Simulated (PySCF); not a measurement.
CH8Ge2, SMILES [GeH3][CH2][GeH3].

Coordinates come from a PBE0-D3(BJ)/def2-SVP optimisation.

These are PBE/def2-TZVP (PySCF) values and carry that method's errors.

Symmetry labels are those of the subgroup C2v that the program uses (full group C2v).

Computed valence orbital energies around the gap with their symmetry:
```tsv
orbital	symmetry	energy (eV)
HOMO−7	A1	-12.97
HOMO−6	B2	-10.39
HOMO−5	A1	-9.05
HOMO−4	B1	-8.28
HOMO−3	A2	-8.08
HOMO−2	B2	-8.00
HOMO−1	A1	-7.67
HOMO	B1	-7.30
LUMO	A1	-0.36
LUMO+1	A1	0.08
LUMO+2	A1	0.53
LUMO+3	B1	0.60
```
